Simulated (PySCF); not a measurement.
Geometry:
```csv
atom,x (Å),y (Å),z (Å)
C1,-1.754,-1.456,-0.889
C2,-0.997,-0.713,0.207
C3,-1.306,0.748,0.194
N4,-1.411,1.387,1.270
C5,0.522,-0.900,0.046
O6,0.982,-1.536,-0.870
C7,1.354,-0.232,1.076
Si8,2.285,1.231,0.259
H9,-2.827,-1.347,-0.752
H10,-1.478,-1.067,-1.867
H11,-1.499,-2.512,-0.863
H12,-1.254,-1.108,1.195
H13,-1.412,1.180,-0.811
H14,-1.610,2.380,1.178
H15,2.109,-0.932,1.431
H16,0.753,0.111,1.914
H17,1.318,2.216,-0.231
H18,3.090,0.727,-0.848
H19,3.127,1.830,1.294
```

Non-relativistic, rapidly exchanging positions averaged, no solvent, one conformer. Geometry: GFN2-xTB; PBE0/pcSseg-1 with gauge-including orbitals; PySCF 2.14.

Referencing at the same level of theory: ¹³C vs TMS.

Q: Do the ¹³C shifts follow the atomic charges (in e)? Tabulate both.

A: 
| atoms | hybridisation | δ (ppm) | σ para (ppm) | Hirshfeld | IAO | Mulliken | ESP-fitted |
| --- | --- | --- | --- | --- | --- | --- | --- |
| C5 | – | 212.1 | -277 | +0.17 | +0.39 | +0.21 | +0.40 |
| C3 | – | 180.6 | -250 | +0.06 | +0.05 | +0.06 | +0.27 |
| C2 | – | 64.2 | -131 | -0.04 | -0.18 | -0.36 | +0.24 |
| C7 | – | 26.9 | -98 | -0.17 | -0.59 | -0.48 | -0.37 |
| C1 | – | 14.0 | -73 | -0.12 | -0.42 | -0.18 | -0.55 |

Correlation coefficients of δ with charge over these carbons: Hirshfeld +0.97, IAO +0.95, Mulliken +0.88, ESP-fitted +0.85; with the paramagnetic shielding -1.00. With so few points these coefficients are fragile. Charge is one influence among several: hybridisation and low-lying excitations act through the paramagnetic term.

Shifts are as computed. Against solution values, carbons near 30 ppm lie about +3 ppm off and those near 130 ppm about +5 ppm. Of 1211 compounds with measured shifts, 218 miss one by over three times the rms of a fit or turn the order of signals round; such compounds aren't used in these exercises.
